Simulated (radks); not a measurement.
Values are calculated unless marked as measured or tabulated.
Ionisation of Ru3+, [Kr] 4d5, to Ru4+, [Kr] 4d4, under several functionals. Scalar-relativistic Kohn-Sham, spin-polarised, spherical densities, point nucleus; open shells are filled with parallel spins first (spin-orbit coupling, left out, can overturn this in heavy ions); a radial shooting solver on a logarithmic mesh with Libxc functionals.

| functional | E(Ru3+) (hartree) | Exc (hartree) | IE (eV) | -e(HOMO) (eV) | <r> HOMO (bohr) | IE error (eV) |
|---|---|---|---|---|---|---|
| BP86 | -4529.79618 | -133.45277 | 46.027 | 38.902 | 1.429 | +1.027 |
| exchange-only B88 | -4527.37171 | -130.98902 | 45.021 | 37.948 | 1.440 | +0.021 |
| BLYP | -4529.42085 | -133.06273 | 45.705 | 38.562 | 1.432 | +0.705 |
| B86b exchange with PBE correlation | -4529.47524 | -133.12931 | 46.053 | 38.924 | 1.430 | +1.053 |
| AM05 | -4524.60514 | -128.20840 | 45.943 | 38.821 | 1.429 | +0.943 |
| PBE | -4528.87971 | -132.52688 | 46.028 | 38.900 | 1.430 | +1.028 |
| PW91 | -4529.62457 | -133.28044 | 46.091 | 38.962 | 1.430 | +1.091 |
| HCTH/407 | -4531.79923 | -135.64180 | 46.701 | 39.520 | 1.408 | +1.701 |

NIST Atomic Spectra Database: 45 eV (theoretical). Closest: exchange-only B88. The Delta-SCF values span 1.68 eV, the total energies 7.19 hartree. The highest occupied level is 4d. Open shells are spherical and high-spin; term and fine-structure splittings are not resolved.
